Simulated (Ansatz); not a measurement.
# Four-centre ligand exchange

Start structure (InH$_{2}$BrCl$_{2}$, closed shell), relaxed at PBE0-D4/def2-TZVP:

```xyz
6
angstrom
In -0.4758 0.0979 -0.8377
H 0.7062 1.1931 -1.3763
Cl -0.4866 -2.1579 -1.4012
Cl -2.5064 0.7533 0.0862
H 1.9328 0.4945 1.6568
Br 0.8299 -0.3808 1.8723
```

The step: InHCl₂ ([Cl][InH][Cl]) + HBr → InBrCl₂ ([Cl][In]([Cl])[Br]) + H₂; bonds formed: H2–H5; dative contacts that become bonds: In1–Br6; bonds broken: In1–H2, H5–Br6. Computed with Ansatz 0.2.0 (basis: def2-TZVPP and def2-QZVPP); correlated methods freeze the cores. Filled d shells of the heavier atoms are correlated. Core potentials replace the inner electrons of the atoms past krypton. The def2 sets are not built for correlating such inner shells, so the correlated values are less sure here. Extrapolation: Hartree–Fock as exp(−7.88 √X), correlation as X^−2.97. Energies below are by CCSD(T) at an estimated basis limit (MP2 extrapolated from triple and quadruple zeta, plus CCSD(T) − MP2 in triple zeta).

Task: What are the electronic barrier and the energy of the step, from the start structure to the end structure? (Judge from chemistry; the value comes from the calculation.)

Result: Computed: Barrier 16.90 kcal/mol; step energy -19.54 kcal/mol (downhill); reverse barrier, their difference, 36.44 kcal/mol. Barrier and step energy count from the start structure, the reverse barrier from the end structure.

The saddle point: One imaginary mode of 1012i cm⁻¹.
```json
{"pair": "In1–Br6", "start (Å)": "3.05", "saddle (Å)": "2.78", "end (Å)": "2.44"}
{"pair": "H2–H5", "start (Å)": "3.35", "saddle (Å)": "1.14", "end (Å)": "0.75"}
{"pair": "In1–H2", "start (Å)": "1.70", "saddle (Å)": "1.85", "end (Å)": "2.72"}
{"pair": "H5–Br6", "start (Å)": "1.42", "saddle (Å)": "1.66", "end (Å)": "3.41"}
```

Zero-point energy (harmonic, PBE0-D4): ZPE is 9.70 kcal/mol at the start and 8.97 kcal/mol at the saddle, so the barrier goes from 16.90 to 16.17 kcal/mol.

No T1 diagnostic of these runs exceeds 0.012. The start structure is not quite a true minimum (one mode of 84i cm⁻¹).

Labels in which every atom is bracketed show which atoms are joined, not bond orders.

For scale, one of the runs: CCSD(T)/def2-TZVPP, 210 basis functions, launched by `ansatz run in.yaml --threads 8 --pin off --events-out ev --progress --plain --max-ram 19148MiB`. Hardware: 8 CPU threads of an Arm Neoverse V1, shared host. Wall time 82 s; peak host memory 3.2 GiB.
